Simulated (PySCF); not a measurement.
CH₅Cl₂PPb.
Bonds: C1–Pb2, Pb2–P3, Pb2–Cl4, Pb2–Cl5. Hydrogens: H6, H7, H8 on C1; H9, H10 on P3.

Level of theory: PBE0-D3(BJ)/def2-SVP geometry optimisation, gas phase, def2 core potentials past Kr (PySCF).

(1) How far are the bound atoms from Pb2?

(2) List the angles at Pb2.

(3) Describe the arrangement about Pb2 in numbers.

(4) What are the other bond lengths?

(5) What are the rotational constants (commonest isotopes, rigid rotor)?

Results:

(1) 4 atoms: C1 2.217 Å, Cl4 2.454 Å, Cl5 2.455 Å, P3 2.577 Å. The nearest atom not counted as bound is H8, at 2.72 Å (others tie with it).

(2) 
```tsv
angle	degrees	distance of the outer atoms (Å)
C1–Pb2–P3	131.7	4.38
P3–Pb2–Cl5	105.2	4.00
P3–Pb2–Cl4	104.5	3.98
C1–Pb2–Cl5	104.4	3.69
C1–Pb2–Cl4	104.2	3.69
Cl4–Pb2–Cl5	104.0	3.87
```

(3) Angles from 104.0° to 131.7°; τ4 = (360° − α − β)/141° = 0.87 with α and β the two widest (0 for a square, 1 for a tetrahedron).

(4) C1–H6, C1–H7, C1–H8 1.096 Å; P3–H9, P3–H10 1.429 Å.

(5) A = 1193, B = 1139, C = 918.0 MHz: an asymmetric top.

Point group: near Cs, missed by 0.13 Å at most; the miss may be what the optimiser left on a soft mode. Charge 0, singlet. Not checked by PBE0-D3(BJ)/def2-SVP frequencies.

Shape of the structure used: `[CH3:1][Pb:2]([PH2:3])([Cl:4])[Cl:5]`: H–P3–Pb2–C1 131°, H–P3–Pb2–C1 -136°.

One conformer stands for the species.
